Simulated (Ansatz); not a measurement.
System: SrCl2, charge 0, singlet. SrCl2 (SMILES [Cl][Sr][Cl]).
B3LYP-D3(BJ)/def2-TZVP minimum from Ansatz (a program for electronic structure):
```xyz
3

Sr     0.1863    -0.3163     0.1135
Cl     1.5438     0.7669    -1.8498
Cl    -1.9601    -0.0599     1.5960
```

Total energies in def2-TZVPP, 16 correlated electrons, 14 frozen orbitals. Radicals and triplets start from unrestricted determinants; spin-orbit coupling is neglected. Cores are frozen in correlated methods (noble-gas shells, and filled d and f shells in the p block). Past Kr the def2 sets carry scalar-relativistic core potentials.

| method | program | energy (Eh) | minus CCSDT(Q) (mEh) |
|---|---|---|---|
| HF | Ansatz | -949.57224 | 453.09 |
| MP2 | Ansatz | -949.97506 | 50.27 |
| CCSD | Ansatz | -950.00734 | 18.00 |
| CCSD(T) | Ansatz | -950.02384 | 1.50 |
| CCSDT(Q) | Ansatz | -950.02533 | 0.00 |

Rough core times of Ansatz's runs on a shared machine: CCSD(T) under 20 s, CCSDT(Q) 10 min.
